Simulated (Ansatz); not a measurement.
Input for Ansatz (a first-principles code): U-wB97X-V/def2-TZVPP on HgN, 2S+1 = 4, a spin state set in the input, which need not be the lowest, a point of a bond scan (R = 3.466 Å). Elements past Kr take the def2 small-core potentials; no spin–orbit coupling.

Ansatz 0.2 input:
```yaml
crystal:
  periodic: [false, false, false]
  atoms:
    - {symbol: Hg, position_ang: [0.00000000, 0.00000000, 0.00000000]}
    - {symbol: N, position_ang: [0.00000000, 0.00000000, 3.46571300]}
basis:
  gaussian:
    orbitals: def2-TZVPP
    pivot_positions_ang: [[0.00000000, 0.00000000, 0.00000000], [0.00000000, 0.00000000, 3.46571300]]
hamiltonian:
  xc: {name: wB97X-V}
magnetization: {spin_polarized: true, initial_magnetization: 3}
output: {forces: true, orbitals: {seedname: ./end}}
```

The log:

```
WARN ansatz: RAYON_NUM_THREADS=1 ignored (pool sized by the plan → 1); use --threads N
Functional definition: wB97X-V
integrals: 0.03 GiB planned
554 factors; their error is unknown
integrals: 0.06 GiB planned
108 factors; integrals over basis functions are off by at most 3.4e-5 eV
mean field: 0.40 GiB planned
mean field evaluation 1: about -5661.3346 eV, gradient 6.1e0 eV
mean field evaluation 2: about -5661.6224 eV, gradient 3.2e0 eV
mean field evaluation 4: about -5661.6965 eV, gradient 5.0e-1 eV
mean field evaluation 8: about -5661.7236 eV, gradient 7.2e-2 eV
mean field evaluation 16: about -5661.7237 eV, gradient 5.4e-5 eV
mean field -5661.72371563 eV, -208.0645088953 hartree, gradient 5.4e-5 eV, S^2 3.754154; 0 other end points of the search recorded, 0 dependent functions left out
the calculation of the forces begins
reference -5661.72371485 eV, -208.0645088666 hartree; 15, 12 occupied and 75, 78 virtual orbitals, 554 factors
Total energy: -5661.72371485 eV, -208.0645088666 hartree
Atom 0 at     0.000000     0.000000     0.000000 Å, force     0.000000     0.000000     0.000364 eV/Å
Atom 1 at     0.000000     0.000000     3.465713 Å, force     0.000000    -0.000000    -0.000364 eV/Å
Dipole moment:    -0.000000    -0.000000     0.000896 e Å
```

Self-consistency was reached.

Cost: around 3 core-seconds (rough).
